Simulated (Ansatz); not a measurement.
Kohn–Sham single points on CH4AlNSZn.

```yaml
crystal:
  periodic: [false, false, false]
  atoms:
    - {symbol: C, position_ang: [-0.993022, -0.298028, -1.284599]}
    - {symbol: Al, position_ang: [0.370654, 0.075734, 0.049278]}
    - {symbol: N, position_ang: [0.268164, 0.178381, 1.836146]}
    - {symbol: Zn, position_ang: [2.090914, 0.567181, 1.839131]}
    - {symbol: S, position_ang: [2.534258, 0.510985, -0.326503]}
    - {symbol: H, position_ang: [-1.569085, -1.187203, -1.014668]}
    - {symbol: H, position_ang: [-0.555243, -0.457167, -2.271956]}
    - {symbol: H, position_ang: [-1.696079, 0.536806, -1.357310]}
    - {symbol: H, position_ang: [-0.450572, 0.073311, 2.530481]}
basis:
  gaussian: {orbitals: def2-TZVPP}
hamiltonian: {xc: {name: revPBE}, dispersion: d4}
output: {orbitals: {seedname: orbitals}}
```

```sh
$ ansatz run in.yaml --threads 4 --pin off --events-out ev --progress --plain --max-ram 10444MiB
```

It prints (some lines left out):

```
Functional definition: revPBE
1623 factors; their error is unknown
mean field evaluation 1: about -68413.5070 eV, gradient 1.2e2 eV
mean field evaluation 2: about -68253.2739 eV, gradient 2.5e2 eV
mean field evaluation 4: about -68436.8038 eV, gradient 3.8e1 eV
mean field evaluation 8: about -68440.8951 eV, gradient 1.5e0 eV
mean field evaluation 16: about -68440.8801 eV, gradient 1.0e-2 eV
mean field -68440.88010234 eV, -2515.1559528661 hartree, gradient 3.9e-5 eV, S^2 0.000000; 0 other end points of the search recorded, 0 dependent functions left out
reference -68440.88016149 eV, -2515.1559550399 hartree; 38, 38 occupied and 228, 228 virtual orbitals, 1623 factors
Total energy: -68441.50257842 eV, -2515.1788284401 hartree
```

Hardware: 4 threads of an AMD EPYC 7B13 on a shared host. Wall time 3.2 s, peak host memory 0.43 GiB.

With the line `hamiltonian: {xc: lda}` (abridged; 2.2 s):

```
Functional definition: SPW92
mean field evaluation 16: about -68281.7044 eV, gradient 8.7e-3 eV
mean field -68281.70436441 eV, -2509.3063523905 hartree, gradient 2.6e-5 eV, S^2 0.000000
Total energy: -68281.70440870 eV, -2509.3063540182 hartree
```

With the line `hamiltonian: {xc: {name: r2SCANh}, dispersion: d4}` (abridged; 7 s):

```
Functional definition: r2SCANh
mean field evaluation 16: about -68444.5335 eV, gradient 2.6e-3 eV
mean field -68444.53346246 eV, -2515.2902113744 hartree, gradient 1.7e-5 eV, S^2 0.000000
Total energy: -68444.59548522 eV, -2515.2924906686 hartree
```

With the line `hamiltonian: {xc: {name: wB97X-V}}` (abridged; 10 s):

```
Functional definition: wB97X-V
mean field evaluation 16: about -68440.1980 eV, gradient 3.4e-4 eV
mean field -68440.19800181 eV, -2515.1308861341 hartree, gradient 6.3e-5 eV, S^2 0.000000
Total energy: -68440.19799947 eV, -2515.1308860481 hartree
```

With the line `hamiltonian: {xc: {name: B2PLYP}}` (abridged; 7.5 s):

```
Functional definition: B2PLYP
mean field evaluation 16: about -68421.9633 eV, gradient 8.2e-4 eV
mean field -68421.96334594 eV, -2514.4607748908 hartree, gradient 3.1e-6 eV, S^2 0.000000
21 core orbitals not correlated: weight in the atoms' cores, before any rotation towards them, 1.000 or more for the frozen orbitals, at most 0.000 for the correlated occupied ones
second order -37.43090256 eV of doubles, -0.00000000 eV of singles
Total energy: -68432.06986703 eV, -2514.8321826903 hartree
```

With the line `hamiltonian: {xc: r2scan, dispersion: d4}` and forces (abridged; 7 s):

```
Functional definition: r2SCAN
mean field evaluation 16: about -68445.2182 eV, gradient 1.9e-3 eV
mean field -68445.21818890 eV, -2515.3153746070 hartree, gradient 1.7e-5 eV, S^2 0.000000
Total energy: -68445.27490481 eV, -2515.3174588783 hartree
Atom 0 force     0.020465    -0.001267     0.020544 eV/Å
Atom 1 force     0.044634     0.009711    -0.026031 eV/Å
Atom 2 force     0.030893     0.008024     0.029641 eV/Å
Atom 3 force    -0.077382    -0.022302    -0.096000 eV/Å
Atom 4 force     0.040187     0.010332     0.028764 eV/Å
Atom 5 force    -0.002590     0.022306    -0.020522 eV/Å
Atom 6 force    -0.028542     0.001140     0.014817 eV/Å
Atom 7 force     0.002360    -0.024975    -0.010785 eV/Å
Atom 8 force    -0.030025    -0.002970     0.059572 eV/Å
Dipole moment:    -0.179995     0.001958     0.579611 e Å
```
